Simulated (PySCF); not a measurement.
Al+: excitation energy

Al+ [Ne] 3s2 (1S) → Al+ [Ne] 3s1 3p1 (3P), as a difference of total energies. Calculation: PySCF 2.14, in aug-cc-pVTZ-DK (6s5p3d2f, 50 functions); the spin-free X2C one-electron Hamiltonian (Gaussian nucleus). Correlated levels: valence: [Ne] frozen. The calculations carry no spin-orbit coupling.

Task: Order these methods by the excitation energy they give, lowest first.
A. MP2 (valence)
B. SCS-MP2 (valence)
C. CCSD (valence)
D. UHF

Result: D (3.580 eV), A (4.268 eV), B (4.464 eV), C (4.532 eV).

Errors of the correlated levels include the incompleteness of this basis and the frozen core.

With two correlated electrons CCSD is exact in that space.

For comparison: 4.651 eV (measured; NIST levels, between the centres of gravity of the two terms).
